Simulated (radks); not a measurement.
Question: The mean radii <r> (bohr) of the occupied orbitals of an atom or ion are listed with their occupations. Method: scalar-relativistic Kohn-Sham, r2SCAN, spin-polarised, spherical densities, finite nucleus; meta-GGA in the generalised Kohn-Sham scheme; Fermi nuclear charge, rms radius of each element as measured or else 0.836 A^(1/3) + 0.57 fm; computed with a radial shooting solver on a logarithmic mesh with Libxc functionals.

| orbital | occ. | <r> |
|---|---|---|
| 1s up | 1 | 0.01867 |
| 1s down | 1 | 0.01867 |
| 2s up | 1 | 0.07894 |
| 2s down | 1 | 0.07894 |
| 2p up | 3 | 0.07057 |
| 2p down | 3 | 0.07056 |
| 3s up | 1 | 0.2045 |
| 3s down | 1 | 0.2044 |
| 3p up | 3 | 0.2047 |
| 3p down | 3 | 0.2045 |
| 3d up | 5 | 0.1856 |
| 3d down | 5 | 0.1855 |
| 4s up | 1 | 0.4551 |
| 4s down | 1 | 0.4553 |
| 4p up | 3 | 0.4812 |
| 4p down | 3 | 0.4813 |
| 4d up | 5 | 0.5087 |
| 4d down | 5 | 0.5086 |
| 5s up | 1 | 0.9473 |
| 4f up | 7 | 0.5459 |
| 4f down | 4 | 0.5464 |

Name the element and its charge. Open shells, if any, are filled with parallel spins first.

Answer: Z = 73, tantalum, charge +15: Ta15+ in [Kr] 4d10 4f11 5s1. The 1s radius gives Z: for a bare nucleus <r> = (2 gamma + 1)/(2Z) with gamma = sqrt(1 - (Z/c)^2), 0.01844 bohr for Z = 73, and screening makes it slightly larger (0.01867 here). The occupations add up to 58, and the charge is Z minus that.
